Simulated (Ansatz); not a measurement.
Calculated with Ansatz (gas phase, PBE0-D4/def2-TZVP geometries, no zero-point term in ΔE). CBS: MP2 limit from def2 TZ/QZ plus the TZ coupled-cluster correction, frozen cores. DFT in def2-TZVPP. B3LYP here is the variant with VWN-RPA as its local correlation; programs differ in this. For Ge outer-core shells are correlated without core-valence functions, which leaves a few kJ/mol of doubt a bond. Scalar relativity is left out up to krypton. Each species was taken in one conformer, which may not be the lowest.

`C=N[CH2][GeH3]` + `OCS` → `OC[S][GeH3]` + `C=NC`  (ligand exchange at a Ge–C bond)

(1) Is it downhill or uphill in electronic energy at CCSD(T)/CBS, and by how much? (Estimate.)

(2) What do these levels give: B3LYP-D4, ωB97M-V, r2SCAN, PBE0, B3LYP, HF/def2-TZVPP, MP2/def2-TZVPP, SCS-MP2/def2-TZVPP, CCSD/def2-TZVPP, HF/def2-QZVPP, MP2/def2-QZVPP, CCSD/CBS(def2)? (Best estimate.)

Largest T1 diagnostic among the species: 0.012.

Answers

(1) Ansatz gave: Downhill: ΔE = -66.1 kJ/mol.

(2) The calculation gave: B3LYP-D4 -69.7, ωB97M-V -67.3, r2SCAN -72.1, PBE0 -70.3, B3LYP -68.4, HF/def2-TZVPP -71.2, MP2/def2-TZVPP -65.7, SCS-MP2/def2-TZVPP -65.3, CCSD/def2-TZVPP -63.7, HF/def2-QZVPP -71.0, MP2/def2-QZVPP -66.4, CCSD/CBS(def2) -65.1 kJ/mol.

In def2-TZVPP, CCSD(T) changes the Hartree–Fock value by +6.4 kJ/mol (the triples alone add −1.0 kJ/mol) and MP2 by +5.4 kJ/mol.
